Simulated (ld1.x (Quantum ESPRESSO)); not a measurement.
## Reading a pseudo-wave (boron (B))

Columns: radius, all-electron u(r) and pseudo u(r) of the 2p shell (level -3.67 eV) of boron in the configuration [He] 2s1.75 2p1.25; Wu–Cohen, scalar-relativistic, RRKJ scheme, ld1.x (Quantum ESPRESSO) 7.5.

```tsv
r (bohr)	all-electron	pseudo
0.192	0.0819	0.0206
0.385	0.2230	0.0802
0.578	0.3545	0.1708
0.770	0.4591	0.2801
0.962	0.5369	0.3951
1.155	0.5891	0.5029
1.348	0.6181	0.5918
1.540	0.6286	0.6538
1.732	0.6250	0.6865
1.925	0.6109	0.6908
2.118	0.5893	0.6710
2.310	0.5627	0.6341
2.502	0.5327	0.5873
2.695	0.5006	0.5370
2.888	0.4675	0.4883
3.080	0.4345	0.4443
3.272	0.4022	0.4057
3.465	0.3710	0.3718
3.658	0.3414	0.3415
3.850	0.3138	0.3138
4.043	0.2880	0.2880
4.235	0.2642	0.2642
4.428	0.2421	0.2421
4.620	0.2218	0.2218
4.812	0.2031	0.2031
5.005	0.1858	0.1858
```

Q: How many radial nodes do the two functions have?

A: The all-electron 2p function has n − l − 1 = 0; the pseudo-wave has 0.

Q: At about which radius was the pseudo-wave matched?

A: 3.85 bohr, where the columns begin to agree (steps of 0.19 bohr).

Q: Is the pseudo-wave norm-conserving?

A: Yes: the RRKJ scheme keeps the norm inside the radius equal to the all-electron one, which fixes the energy derivative of the logarithmic derivative at the level.
